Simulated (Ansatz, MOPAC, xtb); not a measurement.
Complex: HF (SMILES F) (first 2 atoms) with AsH3 (SMILES [AsH3]); geometry from B3LYP-D3(BJ)/def2-TZVP.
(charge 0, multiplicity 1):
```xyz
6

F      0.392    -0.770    -0.419
H      0.331    -0.435     0.454
As     0.179     0.422     2.685
H      1.356     1.081     3.381
H     -0.172    -0.459     3.870
H     -0.802     1.516     3.067
```

Counterpoise-corrected where a basis set is named; no monomer relaxation.

The state reached by PM6 isn't checked.

Codes used: Ansatz (Gaussian orbitals); MOPAC for PM6 (differences of heats of formation); xtb for the GFN methods. 

### Question
One of these levels gives -4.54 kcal/mol for the interaction energy. Which one is it?
A) GFN1-xTB
B) GFN2-xTB
C) PM6
D) B97M-V/def2-TZVPPD

### Answer
D, B97M-V/def2-TZVPPD. The others give 2.60 (PM6), -5.95 (GFN1-xTB), -3.71 (GFN2-xTB)

Ansatz is a quantum-chemistry and plane-wave program.
